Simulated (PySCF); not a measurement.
Rigid-rotor lines calculated for a species of formula CH7FO2Si2 (commonest isotopes; PySCF, PBE0-D3(BJ)/def2-SVP geometry optimisation, gas phase), labelled J(Ka,Kc):

```
     transition     MHz
1(0,1) ← 0(0,0)  2510.3
2(1,2) ← 1(1,1)  4772.6
1(1,1) ← 0(0,0)  4787.6
2(0,2) ← 1(0,1)  5001.5
2(1,1) ← 1(1,0)  5268.7
```

Problem. Find the rotational constants.

Solution. 1(0,1) ← 0(0,0) is B + C, 2(1,1) ← 1(1,0) is 3B + C and 2(1,2) ← 1(1,1) is B + 3C, so B − C is half the difference of the last two, 248.0 MHz. 1(1,1) ← 0(0,0) is A + C. A = 3656.5, B = 1379.2, C = 1131.1 MHz.

Problem. What moments of inertia, asymmetry and inertial defect follow?

Solution. I = 505379 MHz·u·Å² over each constant: Ia = 138.22, Ib = 366.43, Ic = 446.79 u·Å²; κ = (2B − A − C)/(A − C) = -0.804 (asymmetric top); Δ = Ic − Ia − Ib = -57.86 u·Å².

Problem. Which dipole components do these lines need?

Solution. μa and μb (a-type: ΔKa even, ΔKc odd; b-type: both odd). The calculation gives |μa| = 0.86 D, |μb| = 1.19 D, |μc| = 0.25 D.

Problem. Where do these fall, and of which type are they? 2(1,1) ← 2(0,2); 2(1,1) ← 2(1,2); 2(0,2) ← 1(1,1); 2(1,2) ← 1(0,1); 2(2,0) ← 2(1,1); 1(1,0) ← 1(0,1).

Solution. 
```tsv
transition	MHz	type	branch
2(1,1) ← 2(1,2)	744	a	Q
1(1,0) ← 1(0,1)	2525	b	Q
2(0,2) ← 1(1,1)	2724	b	R
2(1,1) ← 2(0,2)	2793	b	Q
2(2,0) ← 2(1,1)	6851	b	Q
2(1,2) ← 1(0,1)	7050	b	R
```

Problem. Which structure gave them?

Solution. `CO[Si@H](F)O[SiH3]`, point group C1. Three constants can't fix a structure by themselves; this is the one that was computed:
```xyz
13
CH7FO2Si2 angstrom
C     -2.445   -0.763   -0.204
O     -1.135   -0.336    0.060
Si    -0.480    1.121   -0.317
F     -0.770    1.412   -1.882
O      1.125    1.011   -0.059
Si     2.350   -0.123   -0.071
H     -2.688   -0.696   -1.278
H     -3.190   -0.171    0.357
H     -2.542   -1.813    0.108
H     -1.052    2.247    0.446
H      2.234   -0.998   -1.273
H      2.280   -0.956    1.164
H      3.642    0.615   -0.107
```

The values belong to one conformer (point group C1) with, in the numbering `[CH3:1][O:2][Si@H:3]([F:4])[O:5][SiH3:6]`, C1–O2–Si3–F4 -51°, O2–Si3–O5–Si6 29°. PBE0-D3(BJ)/def2-SVP frequencies: not computed here. Zero-point vibration and centrifugal distortion are left out. A rigid rotor knows nothing of internal rotation, which can split or shift real lines.
